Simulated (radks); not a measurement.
Results of a calculation; reference values are marked as such.
Task: Code: a radial shooting solver on a logarithmic mesh with Libxc functionals. Model: non-relativistic Kohn-Sham, LDA (Slater exchange, VWN5 correlation), spin-polarised, spherical densities, point nucleus; open shells are filled with parallel spins first (spin-orbit coupling, left out, can overturn this in heavy ions). Response by self-consistent Sternheimer equations with the Hartree and adiabatic LDA kernel. For heavy and open-shell atoms this level of theory can miss by tens of per cent. Rank Co+, Nb+, Fe+, Cd3+, Rh (NIST ground configurations) by static dipole polarisability, largest first.

Result: Rh 59.08, Nb+ 26.16, Fe+ 24.38, Co+ 10.21, Cd3+ 3.658 bohr^3.
